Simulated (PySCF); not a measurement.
# Correlation energy of Nb⁻ (niobium, charge -1)

[Kr] 4d4 5s2, high-spin 5D determinant. All numbers are calculated (PySCF 2.14, scalar relativity by spin-free X2C-1e, in x2c-TZVPPall with one added diffuse shell each of s, p, d, f type (9s7p7d3f1g, 95 functions)). Frozen: [Ar] 3d10; 14 electrons correlated.

| level | correlation energy (mhartree) |
| --- | --- |
| CCSD | -354.50 |
| (T) | -15.93 |
| CCSD(T) | -370.43 |

Diagnostics: T1 = 0.083, D1 = 0.4272, largest double amplitude 0.103.

Is a single reference adequate?

Not fully. T1 exceeds 0.03, a sign that the reference determinant is poor.

This basis was not built for core-valence correlation, so the inner-shell part is incomplete.
